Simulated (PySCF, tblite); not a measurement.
Isomers of C4H8O4SSi, one GFN2-xTB conformer each. Single-point energies are computed at PBE0/pcSseg-1 (PySCF, gas phase, no added dispersion term), electronic only.

```csv
SMILES,GFN2-xTB relative energy (kJ/mol)
COC(=O)[Si@H](OC=O)SC,0.0
O=C[C@@]1([SiH3])C[C@H]1S(=O)(=O)O,223.8
```

Conformers: `[CH3:1][O:2][C:3](=[O:4])[Si@H:5]([O:6][CH:7]=[O:8])[S:9][CH3:10]` with C1–O2–C3–O4 -3°, O2–C3–Si5–O6 -30°, C3–Si5–O6–C7 -43°, Si5–O6–C7–O8 -2°, C3–Si5–S9–C10 -50°; `[O:1]=[CH:2][C@@:3]1([SiH3:4])[CH2:5][C@H:6]1[S:7](=[O:8])(=[O:9])[OH:10]` with O1–C2–C3–Si4 64°, C5–C6–S7–O8 29°, C6–S7–O10–H -73°.

Question: What does PBE0/pcSseg-1 give for the same structures?

Answer: 
| SMILES | PBE0/pcSseg-1 E (Eh) | PBE0/pcSseg-1 (kJ/mol) | GFN2-xTB (kJ/mol) | point group |
| --- | --- | --- | --- | --- |
| COC(=O)[Si@H](OC=O)SC | -1145.05999 | 0.0 | 0.0 | C1 |
| O=C[C@@]1([SiH3])C[C@H]1S(=O)(=O)O | -1144.87336 | 490.0 | 223.8 | C1 |

Both levels put the same isomer lowest. As drawn, the lower has a C(=O)–O unit and an Si–O bond, which the higher lacks; the higher has a three-membered ring, an O–H bond and an S=O bond, which the lower lacks.

Question: Which frontier levels, dipoles and rotational constants go with these structures?

Answer: 
```json
{"SMILES": "COC(=O)[Si@H](OC=O)SC", "HOMO (eV, PBE0/pcSseg-1)": "-7.11", "LUMO (eV)": "-0.83", "dipole (D)": "2.36", "A, B, C (MHz)": "1244, 824.5, 578.5"}
{"SMILES": "O=C[C@@]1([SiH3])C[C@H]1S(=O)(=O)O", "HOMO (eV, PBE0/pcSseg-1)": "-8.17", "LUMO (eV)": "-1.50", "dipole (D)": "5.46", "A, B, C (MHz)": "1875, 795.8, 709.7"}
```

Question: What happens when harmonic zero-point energies from GFN2-xTB frequencies are added?

Answer: 
| SMILES | ZPE (kJ/mol) | electronic (kJ/mol) | with ZPE (kJ/mol) |
| --- | --- | --- | --- |
| COC(=O)[Si@H](OC=O)SC | 316.4 | 0.0 | 0.0 |
| O=C[C@@]1([SiH3])C[C@H]1S(=O)(=O)O | 304.9 | 490.0 | 478.5 |

The zero-point energies span 11.5 kJ/mol. The order is unchanged.
